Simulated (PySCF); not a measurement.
Problem. Write Cartesian coordinates for `C#CC(/C=C/C)=C/F` as optimised with GFN2-xTB.

Solution. 
```
atom  x, y, z in Å
C1    -2.3224   -1.7794   -0.1925
C2    -1.7925   -0.7133   -0.0418
C3    -1.1375    0.5336    0.1343
C4     0.3155    0.5876    0.0820
C5     1.0968   -0.4695   -0.1259
C6     2.5824   -0.4143   -0.1805
C7    -1.8965    1.6182    0.3447
F8    -1.3651    2.8400    0.5226
H9    -2.7991   -2.7048   -0.3238
H10    0.7452    1.5701    0.2249
H11    0.6509   -1.4460   -0.2664
H12    3.0100   -1.0625    0.5845
H13    2.9465    0.5989   -0.0289
H14    2.9361   -0.7759   -1.1460
H15   -2.9748    1.6253    0.3908
```

Any rigid rotation of these coordinates is as good. Atoms count from 1 in this order. Of the pairs four or more bonds apart, C2···H11 is among the closest relative to their van der Waals radii: 2.56 Å, 88 % of the sum of Bondi's values. The 6 C–C bonds span 1.200 Å (C1≡C2, drawn triple) to 1.488 Å (C5–C6, drawn single), a spread of 0.288 Å. The 8 heavy atoms lie in one plane (0.000 Å rms).

Bonds between heavy atoms (Å): C1≡C2 1.200, C2–C3 1.419, C3–C4 1.455, C4=C5 1.331, C5–C6 1.488, C3=C7 1.340, C7–F8 1.344.

Structure optimised with GFN2-xTB, isolated species.

Point group: Cs (every atom within 0.08 Å of its image). No GFN2-xTB frequencies stand behind this structure, so it isn't proved a minimum. The numbers are those of one conformer (C2–C3–C4–C5 0°).

These are computed values.
